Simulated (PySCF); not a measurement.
**Li⁺ (lithium, charge +1) across methods**

1s2, closed-shell 1S. All numbers are calculated (PySCF 2.14, scalar relativity by spin-free X2C-1e, in aug-cc-pVQZ-DK).

| method | E (hartree) | mean ε 1s (eV) | Σ⟨r²⟩ (bohr²) | ⟨S²⟩ |
| --- | --- | --- | --- | --- |
| TPSSh | -7.2866 | -62.983 | 0.8994 | 0.000 |
| UHF | -7.23704 | -75.988 | 0.8905 | 0.000 |
| r2SCANh | -7.2815 | -63.346 | 0.8991 | 0.000 |
| PBE0 | -7.2628 | -64.446 | 0.9064 | 0.000 |
| r2SCAN | -7.2820 | -61.879 | 0.9004 | 0.000 |
| B2PLYP | -7.2690 | -69.013 | 0.9009 | 0.000 |
| LC-wPBE | -7.2666 | -66.246 | 0.9170 | 0.000 |
| LDA | -7.1430 | -59.545 | 0.9325 | 0.000 |

**Question.** Estimate the same row for PBE.

**Answer.** E (hartree) = -7.2567; mean ε 1s (eV) = -60.343; Σ⟨r²⟩ (bohr²) = 0.9146; ⟨S²⟩ = 0.000.
